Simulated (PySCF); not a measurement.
Electron correlation in Cd³⁵⁺ (cadmium, charge +35)

[Ne] 3s2 3p1, 2P determinant. Calculation: PySCF 2.14, in an uncontracted even-tempered set (18 s from 5.3 bohr⁻², ratio 2.5; 12 p from 6.9 bohr⁻², ratio 2.5; 4 d from 29 bohr⁻², ratio 2.7; 4 f from 43 bohr⁻², ratio 2.7); the spin-free X2C one-electron Hamiltonian (Gaussian nucleus). Frozen: 1s2; 11 electrons correlated; the 22 highest virtual orbitals of each spin left out.

```csv
level,correlation energy (mhartree)
CCSD,-496.47
(T),-1.21
CCSD(T),-497.68
```

Diagnostics: T1 = 0.00086, D1 = 0.0038, largest double amplitude 0.061.

Question: Is a single reference adequate?

Answer: Yes, within this model without spin-orbit coupling: T1 lies below 0.03 and no double amplitude reaches 0.07.

At this charge the one-electron X2C treatment keeps the bare 1/r₁₂, with no two-electron picture change or Breit term. The effect here is smaller than on the frozen 1s shell; and a scalar Hamiltonian misses the large spin-orbit splitting of the p shells, which matters for ns² → np² pairs.
